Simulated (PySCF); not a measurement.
A side-by-side comparison of computed properties.

First species: C₆H₁₁FP₂.
InChI=1S/C6H11FP2/c1-2-9(8)4-3-6(7)5-9/h2,5H,3-4,8H2,1H3/t9-/m1/s1

Second species: C₁₀H₉N.
InChI=1S/C10H9N/c1-7(2)10-5-4-9(6-11)8(10)3/h4-5H,1,3H2,2H3

Levels: PBE0/pcSseg-1 for HOMO energy, LUMO energy and HOMO–LUMO gap. Geometries: GFN2-xTB. Each structure is a single optimised conformer of the isolated species, non-relativistic unless stated. Electronic properties by PySCF.

Dipoles, sizes and rotational constants follow the conformer. The torsions of the flexible species, by atom-mapped SMILES:
- `[CH2:1]=[C:2]([CH3:3])[C:4]1=[CH:5][CH:6]=[C:7]([C:8]#[N:9])[C:10]1=[CH2:11]`: C1–C2–C4–C5 -143°

The conformers of `CC=[P@]1(P)C=C(F)CC1` aren't listed.

Values for the first species:

| Property | Result |
| --- | --- |
| HOMO energy | -5.05 eV |
| LUMO energy | -0.44 eV |
| HOMO–LUMO gap | 4.61 eV |

Task: Estimate the same properties for the second species, and the change in each.

Result: 
| property | first | second | second less first |
| --- | --- | --- | --- |
| HOMO energy | -5.05 eV | -6.57 eV | -1.52 eV |
| LUMO energy | -0.44 eV | -2.85 eV | -2.41 eV |
| HOMO–LUMO gap | 4.61 eV | 3.72 eV | -0.89 eV |

